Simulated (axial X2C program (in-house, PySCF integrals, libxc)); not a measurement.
Spectroscopic constants of GeS⁺

Computed with an in-house relativistic program for diatomic molecules. Spin-free means the one-electron spin-free X2C Hamiltonian; two-component (2c) means X2C with spin–orbit coupling and atomic mean-field two-electron Coulomb and Gaunt terms, so the difference of the two also holds small scalar two-electron terms. Basis: Ge dyall-v3z [9s9p7d1f], S dyall-v3z [8s7p2d1f] (cores contracted in-house); Gaussian nuclei, density fitting, unrestricted open shells. Masses: Ge 73.921 u, S 31.972 u.

Input:
```json
{"zs": [32, 16], "q": 1, "bas": ["dyall-v3z", "dyall-v3z"], "levels": ["PBE0", "HF", "TPSSh", "PBE50"], "cc": false, "r0": 2.05, "npts": 10, "nst": 2, "ntry": 6}
```
```bash
python so2c.py task.json out
```

Keys: zs atomic numbers; q charge; bas basis sets; levels methods; cc coupled cluster on or off; r0 starting distance in Å; npts points on the curve; nst determinants followed; ntry starts of the search. HF also brings MP2.

State, spin-free: M_S = 1/2, Λ = 1 (beyond evenly filled blocks: π+α, π+β, π-α); electrons by block: σα: 12, σβ: 12, π+α: 5, π+β: 5, π-α: 5, π-β: 4, δ+α: 1, δ+β: 1, δ-α: 1, δ-β: 1. Fragments: Ge+ + S.

State, 2c: Ω = 3/2 (⟨Sz⟩ = 0.50, ⟨Lz⟩ = 1.00 at PBE0); electrons by block: 1/2: 17, -1/2: 17, 3/2: 6, -3/2: 5, 5/2: 1, -5/2: 1. Fragments: Ge+ + S.

```tsv
Hamiltonian	level	Re (Å)	ωe (cm⁻¹)	ωexe (cm⁻¹)	De (eV)	D0 (eV)	μ (D)
spin-free	PBE0	2.168	457.7	1.3	3.54	3.51	-0.82
spin-free	HF	2.159	474.5	1.25	1.92	1.89	-1.21
spin-free	MP2	2.159	470.2	n/a	3.38	3.35	n/a
spin-free	TPSSh	2.178	445.6	1.35	3.51	3.48	-0.75
spin-free	PBE50	2.147	478.9	1.28	3.33	3.30	-0.91
2c	PBE0	2.169	457.1	1.31	n/a	n/a	-0.81
2c	TPSSh	2.179	444.8	1.36	n/a	n/a	-0.73
2c	PBE50	2.147	478.4	1.28	n/a	n/a	-0.90
```

Correlated methods: 19 electrons correlated (number of frozen shells: Ge 3 s, 2 p; S 2 s, 1 p), 157 virtual spin orbitals or spinors in MP2.

Dipoles are positive if S is the positive end and refer to the centre of mass.

Occupations by symmetry block were frozen at the best pattern of an incomplete PBE0 search. Dissociation energies refer to the lowest single-determinant-based atoms at the same level and basis. De is not given where an atomic determinant may have missed its ground term or J level, or where the truncated virtual space spoils (T). Density functionals use the spin component along the axis (collinear). Without a current term, density functionals place determinants with orbital angular momentum somewhat too high. The determinant is spin-polarised beyond a pure state at some levels (its spin-free form has ⟨S²⟩ too high), which makes Re and μ there less reliable. The stretched end of a curve changes character and is left out.

No reliable constants came from HF (2c), MP2 (2c): no minimum in range, unconverged points, a curve that is not smooth, a change of character along it, or the two Hamiltonians disagreeing along it.

Rough cost a point (2c) on 1 thread(s) of a shared host, integrals apart: PBE0 0.9 s, TPSSh 1.5 s, PBE50 0.9 s.

The whole task took 2.4 min on 1 thread of Arm Neoverse N1, on a shared host.
